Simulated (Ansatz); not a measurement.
C2H8OSi2 can be A, `O/C([SiH3])=C/[SiH3]`, or B, `O[Si@H]1C[C@@H]1[SiH3]`.

Isolated molecules relaxed with PBE0-D4/def2-TZVP in Ansatz; ΔE leaves out vibrations. CBS: MP2 limit from def2 TZ/QZ plus the TZ coupled-cluster correction, frozen cores. Functionals use def2-TZVPP. One conformer a species, not always the lowest.

A:

Z-matrix (Å, degrees):
```
Si
C 1 1.884
H 1 1.483 2 108.3
H 1 1.484 2 109.6 3 120.0
H 1 1.484 2 109.5 3 -120.0
C 2 1.340 1 125.2 3 0.0
O 2 1.359 1 111.2 3 -180.0
Si 6 1.857 2 127.3 1 0.0
H 6 1.094 2 117.0 1 -180.0
H 7 0.966 2 109.4 1 180.0
H 8 1.488 6 112.6 2 61.1
H 8 1.488 6 112.6 2 -61.1
H 8 1.487 6 107.2 2 180.0
```

B:

```xyz
13

O    -2.067    1.901   -0.366
Si   -1.262    0.585    0.185
C    -0.655   -0.746   -0.906
C     0.466    0.191   -0.292
Si    1.663   -0.550    0.906
H    -1.882    2.211   -1.254
H    -1.749    0.313    1.546
H    -0.641   -1.784   -0.583
H    -0.774   -0.664   -1.983
H     0.932    0.852   -1.022
H     2.451    0.508    1.594
H     2.612   -1.491    0.245
H     0.907   -1.326    1.930
```

(1) Which is lower in electronic energy at CCSD(T)/CBS, and by how much? (Estimate.)

(2) Give E(B) − E(A) in kcal/mol with r2SCAN-D4, CCSD/def2-TZVPP, MP2/def2-TZVPP, CCSD(T)/def2-TZVPP, ωB97M-V, PBE-D4, B2PLYP. (Best estimate.)

Largest T1 diagnostic: 0.013.

Results:

(1) Ansatz gave: B, by 30.9 kcal/mol.

(2) The calculation gave: r2SCAN-D4 -30.6, CCSD/def2-TZVPP -30.2, MP2/def2-TZVPP -33.8, CCSD(T)/def2-TZVPP -29.6, ωB97M-V -31.0, PBE-D4 -27.8, B2PLYP -28.9. None reverses the order clearly.

In def2-TZVPP, CCSD(T) changes the Hartree–Fock value by −3.4 kcal/mol (the triples alone add +0.6 kcal/mol) and MP2 by −7.5 kcal/mol. From PBE to PBE0 (25 % exact exchange), in def2-TZVPP and without D4, E(B) − E(A) moves by −3.0 kcal/mol.
